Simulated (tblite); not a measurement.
Record of a relaxation.

Compound: C₄H₉AlF₄S.
Atom-mapped SMILES: `[F:1][CH2:2][S@+:3]([AlH3-:4])[CH2:5][CH2:6][C:7]([F:8])([F:9])[F:10]` (hydrogens: H11, H12 on C2; H13, H14, H15 on Al4; H16, H17 on C5; H18, H19 on C6)

Computed with GFN2-xTB (tblite), gas phase: L-BFGS steps from a force-field or distance-geometry start until the largest atomic force falls under 0.01 eV/Å. 9 of its 140 geometries are shown.

Step 0: E = -989.9541 eV, largest atomic force 3.806 eV/Å
```
atom  x, y, z in Å  |  force x, y, z in eV/Å
F1      1.987    1.493   -1.300    0.166   0.489   0.378
C2      2.046    1.744    0.049    0.252  -0.310  -1.094
S3      1.056    0.465    0.847   -0.033   0.764   2.272
Al4     1.936   -1.517    0.281    1.310  -3.327  -1.304
C5     -0.501    0.527   -0.009   -0.138   0.559  -1.725
C6     -1.509   -0.476    0.491   -0.204  -0.071   1.391
C7     -2.746   -0.266   -0.363    0.717  -0.653  -0.467
F8     -2.340   -0.509   -1.675   -1.474   0.103   1.254
F9     -3.057    1.057   -0.304   -0.912  -1.217  -0.237
F10    -3.774   -1.108    0.020    1.152   1.666  -1.043
H11     1.601    2.720    0.250    0.120   0.085  -0.081
H12     3.108    1.653    0.352   -0.518   0.048   0.046
H13     1.987   -1.529   -1.312   -0.238   0.569   0.274
H14     3.369   -1.659    0.942   -0.281   0.720   0.218
H15     0.971   -2.712    0.764   -0.233   0.784   0.238
H16    -0.943    1.544    0.058    0.481  -0.383   0.028
H17    -0.273    0.297   -1.076   -0.129   0.225   0.372
H18    -1.160   -1.527    0.435   -0.120   0.522   0.044
H19    -1.766   -0.186    1.542    0.081  -0.573  -0.565
```

Step 17: E = -991.0799 eV, largest atomic force 0.093 eV/Å
```
atom  x, y, z in Å  |  force x, y, z in eV/Å
F1      2.000    1.468   -1.285    0.014  -0.071   0.003
C2      2.042    1.682    0.047    0.011   0.009   0.040
S3      1.097    0.422    0.975   -0.083  -0.041   0.001
Al4     2.033   -1.730    0.173   -0.012   0.019  -0.026
C5     -0.434    0.538   -0.023   -0.007   0.004   0.010
C6     -1.503   -0.423    0.478    0.055   0.008  -0.010
C7     -2.752   -0.278   -0.379    0.064  -0.001   0.066
F8     -2.514   -0.554   -1.666   -0.050   0.031   0.003
F9     -3.244    0.973   -0.335    0.006  -0.059  -0.032
F10    -3.735   -1.091    0.021    0.005   0.008  -0.003
H11     1.595    2.660    0.244    0.007   0.038   0.006
H12     3.079    1.633    0.379    0.048  -0.025   0.039
H13     1.927   -1.412   -1.349   -0.027   0.005  -0.024
H14     3.363   -1.499    0.958    0.068   0.034  -0.013
H15     0.897   -2.581    0.841   -0.017   0.005   0.017
H16    -0.767    1.573    0.056   -0.074   0.008  -0.049
H17    -0.171    0.300   -1.056    0.008   0.009  -0.019
H18    -1.148   -1.454    0.399   -0.030  -0.005   0.006
H19    -1.776   -0.217    1.515    0.016   0.023  -0.014
```

Step 35: E = -991.1282 eV, largest atomic force 0.168 eV/Å
```
atom  x, y, z in Å  |  force x, y, z in eV/Å
F1      2.238    1.236   -1.121    0.014  -0.057  -0.038
C2      2.112    1.591    0.178    0.049   0.003  -0.030
S3      0.961    0.496    1.046   -0.115  -0.080  -0.092
Al4     2.004   -1.577    0.109   -0.007  -0.050  -0.054
C5     -0.461    0.560   -0.113    0.094  -0.010   0.065
C6     -1.509   -0.407    0.425    0.046   0.058  -0.032
C7     -2.805   -0.317   -0.361    0.009   0.027   0.017
F8     -2.647   -0.595   -1.661    0.015   0.018   0.022
F9     -3.339    0.914   -0.294    0.011   0.024  -0.043
F10    -3.735   -1.156    0.107    0.022  -0.033   0.000
H11     1.751    2.622    0.216    0.032   0.028   0.014
H12     3.082    1.456    0.661    0.069   0.133   0.049
H13     1.715   -1.384   -1.415   -0.064  -0.001   0.058
H14     3.422   -1.224    0.690   -0.051   0.046  -0.003
H15     0.993   -2.462    0.932    0.053   0.016  -0.005
H16    -0.823    1.591   -0.137   -0.018  -0.105   0.016
H17    -0.108    0.256   -1.104   -0.051   0.014   0.074
H18    -1.127   -1.432    0.368   -0.076   0.040   0.017
H19    -1.736   -0.160    1.467   -0.035  -0.072  -0.033
```

Step 52: E = -991.1900 eV, largest atomic force 0.161 eV/Å
```
atom  x, y, z in Å  |  force x, y, z in eV/Å
F1      2.474    0.996   -0.981   -0.017  -0.019   0.099
C2      2.138    1.564    0.209    0.044   0.012  -0.018
S3      0.964    0.501    1.088   -0.104   0.009  -0.110
Al4     1.989   -1.536    0.042   -0.001  -0.021  -0.024
C5     -0.458    0.559   -0.073   -0.008  -0.019   0.062
C6     -1.519   -0.416    0.430    0.011  -0.013   0.035
C7     -2.800   -0.307   -0.379    0.056   0.011  -0.062
F8     -2.617   -0.583   -1.675    0.069   0.031  -0.066
F9     -3.314    0.934   -0.328   -0.078  -0.052   0.030
F10    -3.747   -1.151    0.051    0.044   0.130   0.084
H11     1.711    2.554    0.014   -0.023  -0.097  -0.015
H12     3.040    1.628    0.827   -0.073  -0.002  -0.045
H13     1.424   -1.388   -1.414    0.060   0.017   0.041
H14     3.425   -1.091    0.494   -0.006  -0.020  -0.071
H15     1.155   -2.469    0.986   -0.003   0.027   0.017
H16    -0.836    1.585   -0.062    0.005  -0.077  -0.062
H17    -0.109    0.275   -1.072   -0.022   0.067   0.118
H18    -1.174   -1.452    0.363    0.123   0.021  -0.039
H19    -1.755   -0.196    1.472   -0.076  -0.005   0.026
```

Step 70: E = -991.2146 eV, largest atomic force 0.037 eV/Å
```
atom  x, y, z in Å  |  force x, y, z in eV/Å
F1      2.525    0.882   -0.921    0.013   0.000   0.002
C2      2.109    1.544    0.193   -0.001   0.013  -0.018
S3      0.965    0.504    1.125   -0.008   0.000  -0.005
Al4     1.994   -1.544    0.026   -0.035  -0.010   0.003
C5     -0.468    0.583   -0.009    0.008   0.002  -0.003
C6     -1.516   -0.422    0.449    0.004  -0.003  -0.003
C7     -2.770   -0.295   -0.398    0.002   0.007  -0.012
F8     -2.545   -0.554   -1.691    0.009  -0.005  -0.004
F9     -3.283    0.947   -0.348   -0.014   0.006   0.015
F10    -3.740   -1.124    0.004    0.025   0.000   0.009
H11     1.617    2.468   -0.121   -0.002   0.014  -0.008
H12     2.978    1.742    0.824    0.004  -0.019   0.000
H13     1.385   -1.377   -1.405   -0.010  -0.002   0.001
H14     3.458   -1.153    0.402    0.022   0.006   0.015
H15     1.178   -2.444    1.018   -0.005   0.007  -0.004
H16    -0.858    1.602    0.019   -0.005  -0.006   0.023
H17    -0.119    0.335   -1.014    0.006   0.007  -0.007
H18    -1.131   -1.440    0.347    0.011  -0.011   0.000
H19    -1.789   -0.245    1.491   -0.022  -0.005  -0.003
```

Step 87: E = -991.2191 eV, largest atomic force 0.050 eV/Å
```
atom  x, y, z in Å  |  force x, y, z in eV/Å
F1      2.559    0.843   -0.932   -0.044  -0.005  -0.006
C2      2.134    1.538    0.158    0.017   0.015  -0.029
S3      0.980    0.534    1.120    0.016   0.021   0.020
Al4     1.945   -1.547    0.051   -0.019   0.005  -0.019
C5     -0.482    0.627    0.023    0.028   0.010   0.003
C6     -1.492   -0.433    0.439    0.006   0.016   0.003
C7     -2.747   -0.320   -0.411   -0.003  -0.012  -0.007
F8     -2.517   -0.524   -1.713    0.045   0.022  -0.002
F9     -3.299    0.903   -0.312   -0.020  -0.024  -0.007
F10    -3.687   -1.197   -0.044    0.003   0.004   0.032
H11     1.650    2.456   -0.187   -0.002  -0.008  -0.001
H12     3.004    1.750    0.784   -0.023  -0.007   0.036
H13     1.334   -1.373   -1.377   -0.022   0.001  -0.009
H14     3.419   -1.190    0.420    0.013  -0.015   0.021
H15     1.095   -2.405    1.051    0.011  -0.028   0.021
H16    -0.904    1.629    0.123    0.003  -0.006  -0.019
H17    -0.144    0.450   -1.000   -0.016   0.002  -0.007
H18    -1.066   -1.434    0.317   -0.012   0.015  -0.038
H19    -1.790   -0.298    1.481    0.019  -0.007   0.008
```

Step 104: E = -991.2264 eV, largest atomic force 0.041 eV/Å
```
atom  x, y, z in Å  |  force x, y, z in eV/Å
F1      2.548    0.777   -0.946   -0.010   0.003  -0.007
C2      2.160    1.528    0.122    0.005   0.007  -0.018
S3      0.982    0.603    1.129   -0.007  -0.019   0.016
Al4     1.852   -1.551    0.096   -0.006   0.003  -0.021
C5     -0.494    0.708    0.051    0.005  -0.006   0.000
C6     -1.442   -0.426    0.410    0.003  -0.016   0.003
C7     -2.709   -0.355   -0.423    0.001   0.001  -0.013
F8     -2.469   -0.465   -1.735    0.019   0.012  -0.014
F9     -3.357    0.810   -0.255   -0.010   0.021   0.012
F10    -3.573   -1.323   -0.104   -0.006  -0.007   0.012
H11     1.708    2.449   -0.254   -0.015   0.017  -0.001
H12     3.038    1.729    0.739    0.022  -0.002   0.011
H13     1.199   -1.371   -1.317    0.006   0.002   0.013
H14     3.345   -1.251    0.442    0.004   0.004  -0.010
H15     1.011   -2.377    1.125   -0.003  -0.009   0.040
H16    -0.960    1.681    0.215    0.008   0.007  -0.018
H17    -0.162    0.606   -0.984   -0.007   0.017  -0.002
H18    -0.957   -1.388    0.219    0.000  -0.037  -0.008
H19    -1.727   -0.375    1.463   -0.011   0.002   0.004
```

Step 122: E = -991.2296 eV, largest atomic force 0.020 eV/Å
```
atom  x, y, z in Å  |  force x, y, z in eV/Å
F1      2.501    0.802   -0.976   -0.009  -0.015  -0.001
C2      2.155    1.535    0.116    0.001   0.003   0.001
S3      0.985    0.605    1.133    0.002   0.003  -0.007
Al4     1.836   -1.559    0.128    0.000  -0.005  -0.019
C5     -0.487    0.703    0.050   -0.010   0.005  -0.002
C6     -1.433   -0.438    0.397    0.004   0.000  -0.004
C7     -2.700   -0.349   -0.433    0.004   0.000   0.001
F8     -2.459   -0.411   -1.748    0.008   0.001   0.002
F9     -3.357    0.806   -0.227   -0.002   0.002   0.010
F10    -3.557   -1.334   -0.146   -0.005   0.002  -0.003
H11     1.708    2.471   -0.226   -0.009   0.006  -0.002
H12     3.052    1.708    0.715    0.010  -0.006   0.004
H13     1.148   -1.401   -1.271    0.004  -0.009   0.009
H14     3.343   -1.255    0.395    0.008   0.013   0.011
H15     1.033   -2.357    1.214    0.001   0.002  -0.002
H16    -0.960    1.673    0.215    0.003   0.004  -0.003
H17    -0.151    0.612   -0.984   -0.004   0.001   0.014
H18    -0.951   -1.400    0.190    0.001  -0.005  -0.002
H19    -1.716   -0.402    1.451   -0.009  -0.001  -0.007
```

Step 139: E = -991.2305 eV, largest atomic force 0.007 eV/Å
```
atom  x, y, z in Å  |  force x, y, z in eV/Å
F1      2.464    0.789   -0.993    0.005  -0.001  -0.003
C2      2.153    1.526    0.106    0.001  -0.002  -0.002
S3      0.984    0.613    1.138   -0.003  -0.003   0.002
Al4     1.839   -1.555    0.140    0.003  -0.006   0.003
C5     -0.491    0.708    0.059   -0.001   0.001  -0.002
C6     -1.430   -0.442    0.393    0.001   0.001   0.002
C7     -2.697   -0.345   -0.438    0.002  -0.001  -0.001
F8     -2.452   -0.376   -1.753    0.001   0.002  -0.002
F9     -3.361    0.801   -0.206   -0.005   0.002   0.003
F10    -3.549   -1.340   -0.175   -0.004  -0.002   0.001
H11     1.716    2.472   -0.226   -0.001   0.001  -0.001
H12     3.063    1.680    0.690    0.001   0.000  -0.002
H13     1.150   -1.431   -1.261   -0.002   0.006   0.003
H14     3.341   -1.224    0.409    0.005   0.000   0.003
H15     1.041   -2.347    1.234    0.004   0.000  -0.002
H16    -0.969    1.673    0.231   -0.001  -0.003  -0.003
H17    -0.153    0.626   -0.976   -0.002   0.003   0.002
H18    -0.944   -1.399    0.174   -0.001   0.000  -0.003
H19    -1.715   -0.420    1.447   -0.003   0.001   0.002
```

Q: Summarise the path.

A: The energy falls by 1.2764 eV from step 0 to step 139; nine tenths of that is first reached at step 28. It falls at every step. The largest force goes from 3.806 to 0.007 eV/Å. Among the bonds S3–Al4 changes most, from 2.241 to 2.535 Å; the atoms move by 0.446 Å rms after alignment.

Q: Follow the three bonds and two angles with the largest change from start to end.

A: 
```
step  E above end (eV)  largest force (eV/Å)  S3–Al4 (Å)  C7–F8 (Å)  S3–C5 (Å)  S3–Al4–H15 (°)  C2–S3–Al4 (°)
   0            1.2764                 3.806       2.241      1.395      1.778           110.2          107.5
   6            0.2217                 0.372       2.590      1.345      1.819            95.5          103.6
  12            0.1685                 0.233       2.493      1.338      1.830            94.6          105.1
  18            0.1491                 0.096       2.480      1.338      1.833            93.3          103.6
  24            0.1378                 0.122       2.477      1.338      1.829            91.8          101.6
  30            0.1185                 0.187       2.491      1.338      1.824            89.8           96.7
  36            0.0978                 0.222       2.505      1.338      1.840            90.1           92.2
  42            0.0813                 0.133       2.503      1.336      1.827            90.0           90.4
  48            0.0606                 0.202       2.511      1.339      1.827            90.4           90.2
  54            0.0293                 0.251       2.512      1.338      1.839            90.9           90.3
  60            0.0183                 0.038       2.534      1.337      1.827            90.0           89.7
  66            0.0168                 0.028       2.535      1.338      1.828            89.5           89.6
  73            0.0154                 0.027       2.544      1.338      1.829            88.5           89.1
  79            0.0145                 0.067       2.539      1.338      1.829            88.2           89.1
  85            0.0124                 0.060       2.533      1.337      1.831            88.4           89.4
  91            0.0083                 0.065       2.530      1.338      1.830            89.3           89.5
  97            0.0056                 0.033       2.532      1.338      1.829            89.8           89.3
 103            0.0044                 0.040       2.540      1.338      1.831            89.8           89.2
 109            0.0029                 0.034       2.544      1.338      1.831            89.9           89.3
 115            0.0016                 0.036       2.539      1.338      1.831            89.5           89.7
 121            0.0010                 0.015       2.534      1.338      1.830            89.3           89.9
 127            0.0006                 0.020       2.533      1.338      1.830            89.1           89.9
 133            0.0002                 0.024       2.535      1.339      1.830            89.1           89.7
 139            0.0000                 0.007       2.535      1.339      1.830            89.2           89.4
```

The cost below is that of the whole relaxation. On one thread of an AMD EPYC, shared host, this took 7.3 s wall, 4.5 s CPU.
